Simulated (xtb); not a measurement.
A run for xtb: GFN-FF on BrHOSe (SMILES O[Se]Br), a point of a torsion scan.

```
$ xtb mol.xyz --gfnff --sp --chrg 0 --uhf 0
4

O     -1.11988919     0.26297942     0.37639126
Se     0.44380642     0.94160411    -0.27080132
Br     0.57385268     2.67565896     1.16520602
H     -1.35316977    -0.51689712    -0.12972932
```

The log:

```
[...]
           -------------------------------------------------
          |                Calculation Setup                |
           -------------------------------------------------



          ==================== Thresholds ====================
          CN  :   150.00000
          rep :   500.00000
          disp:  2500.00000
          HB1 :   250.00000
          HB2 :   450.00000

          Pauling EN used:
          Z : 1  EN :  2.20
          Z : 8  EN :  3.44
          Z :34  EN :  2.55
          Z :35  EN :  2.96
          electric field strengths (au): 0.000

           -------------------------------------------------
          |           Force Field Initialization            |
           -------------------------------------------------

          distances ...
          ----------------------------------------
          generating topology and atomic info file ...
          pair mat ...
          computing topology distances matrix with Floyd-Warshall algo ...
          making topology EEQ charges ...
          #fragments for EEQ constrain: 1
          ----------------------------------------
          generating topology and atomic info file ...
          pair mat ...
          computing topology distances matrix with Floyd-Warshall algo ...
          making topology EEQ charges ...
          #fragments for EEQ constrain: 1
          rings ...
          # BATM   2
          # H in HB   1

  atom   neighbors  erfCN metchar sp-hybrid imet pi  qest     coordinates
    1  O       2    1.91   0.00         3    0    0  -0.412   -2.116284    0.496959    0.711276
    2  Se      2    1.92   0.00         3    0    0   0.181    0.838673    1.779374   -0.511740
    3  Br      1    0.98   0.00         0    0    0  -0.020    1.084424    5.056263    2.201920
    4  H       1    0.98   0.01         0    0    0   0.251   -2.557120   -0.976794   -0.245153

          #atoms :   4
          #bonds :   3
          #angl  :   2
          #tors  :   1
          #nmol  :   1
          #optfrag :   1
           -------------------------------------------------
          |                   G F N - F F                   |
          |          A general generic force-field          |
          |                  Version 1.0.3                  |
           -------------------------------------------------
          Number of HB bonds (bound hydrogen)     12
          Number of HB bonds (unbound hydrogen)   6
          Number of XB bonds                      0

 E+G (total)                   0 d,  0 h,  0 min,  0.000 sec
 distance/D3 list               ...        0 min,  0.000 sec (  0.742%)
 non bonded repulsion           ...        0 min,  0.000 sec ( 14.222%)
 dCN                            ...        0 min,  0.000 sec (  3.264%)
 EEQ energy and q               ...        0 min,  0.000 sec ( 13.379%)
 D3                             ...        0 min,  0.000 sec ( 11.572%)
 EEQ gradient                   ...        0 min,  0.000 sec (  5.759%)
 bonds                          ...        0 min,  0.000 sec (  6.535%)
 bend and torsion               ...        0 min,  0.000 sec (  7.789%)
 bonded ATM                     ...        0 min,  0.000 sec (  2.846%)
 HB/XB (incl list setup)        ...        0 min,  0.000 sec ( 25.896%)

         :::::::::::::::::::::::::::::::::::::::::::::::::::::
         ::                     SUMMARY                     ::
         :::::::::::::::::::::::::::::::::::::::::::::::::::::
         :: total energy              -0.296923899996 Eh    ::
         :: gradient norm              0.030178410495 Eh/a0 ::
         ::.................................................::
Note: The following floating-point exceptions are signalling: IEEE_UNDERFLOW_FLAG IEEE_DENORMAL
normal termination of xtb
         :: bond energy               -0.270883053491 Eh    ::
         :: angle energy               0.000544342932 Eh    ::
         :: torsion energy             0.002658906035 Eh    ::
         :: repulsion energy           0.027725142823 Eh    ::
         :: electrostat energy        -0.055562349333 Eh    ::
         :: dispersion energy         -0.001448793666 Eh    ::
         :: HB energy                  0.000000000000 Eh    ::
         :: XB energy                  0.000000000000 Eh    ::
         :: bonded atm energy          0.000041904704 Eh    ::
         :: external energy            0.000000000000 Eh    ::
         :: add. restraining           0.000000000000 Eh    ::
         :: total charge              -0.000000000000 e     ::
         :::::::::::::::::::::::::::::::::::::::::::::::::::::

           -------------------------------------------------
          |                Property Printout                |
           -------------------------------------------------

molecular dipole:
                 x           y           z       tot (Debye)
 q only:        0.331      -0.269      -0.504       1.678

           -------------------------------------------------
          | TOTAL ENERGY               -0.296923899996 Eh   |
          | GRADIENT NORM               0.030178410495 Eh/α |
           -------------------------------------------------
########################################################################
[WARNING] Runtime exception occurred
-1- gfnff_setup: Could not read topology file.
########################################################################

------------------------------------------------------------------------
------------------------------------------------------------------------
 total:
 SCF:
```

The run finished.

Cost: very roughly 0.020 core-seconds.
